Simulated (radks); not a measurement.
The numbers below are computed, except where a source is named.
Excited configurations of Pr IV: one electron is placed in a higher orbital outside [Xe] 4f1. The ground configuration is [Xe] 4f2. Level of theory: scalar-relativistic Kohn-Sham, BLYP, spin-polarised, spherical densities, point nucleus; open shells are filled with parallel spins first (spin-orbit coupling, left out, can overturn this in heavy ions) (a radial shooting solver on a logarithmic mesh with Libxc functionals). Excitation = E - E(ground); binding = E(ion) - E, where the ion is the core of charge +4; n* = 4/sqrt(2 binding) in atomic units, and the quantum defect is n - n*.

outer orbital  excitation (eV)  binding (eV)     n*  quantum defect  eigenvalue (eV)  <r> (bohr)
5f                      24.852        14.474  3.878           1.122          -11.996       4.114
6s                      12.333        26.994  2.840           3.160          -23.746       3.192
6p                      17.397        21.929  3.151           2.849          -19.202       3.676
6d                      23.999        15.327  3.769           2.231          -13.435       4.812
6f                      29.749         9.577  4.768           1.232           -8.284       7.252
7s                      24.450        14.876  3.825           3.175          -13.287       5.698
7p                      26.507        12.819  4.121           2.879          -11.380       6.391
7d                      29.543         9.783  4.717           2.283           -8.615       7.913
7f                      32.592         6.734  5.686           1.314           -5.930       11.03

The Delta-SCF ionisation energy is 39.326 eV (NIST Atomic Spectra Database: 38.98 eV, semi-empirical). Self-interaction in the functional shifts the binding energies and quantum defects, so they are the method's values and not measured ones. Open shells are spherical and high-spin; term and fine-structure splittings are not resolved. Spin-orbit splitting is averaged out at the scalar-relativistic level.
